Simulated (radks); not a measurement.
The numbers below are computed, except where a source is named.
Task: The technetium ion Tc+, [Kr] 4d5 5s1. Level of theory: non-relativistic Kohn-Sham, exchange-only LDA, spin-polarised, spherical densities, point nucleus (a radial shooting solver on a logarithmic mesh with Libxc functionals). Every spin shell is full or empty, so the densities are truly spherical. Functionals are evaluated on that one density, not self-consistently. Rank these exchange functionals by their error against the exact value of the orbitals, and give that value: LDA, PW86, SOGGA, B86b, G96, TPSS, revTPSS, SCAN, MVS.

Result: Exact: -124.064 hartree. From best to worst, with 100 (|E| - |E exact|)/|E exact| (equal figures are ties): B86b +0.04, MVS +0.06, PW86 -0.08, TPSS -0.19, SCAN +0.23, G96 +0.36, revTPSS -0.86, SOGGA -2.38, LDA -5.14.
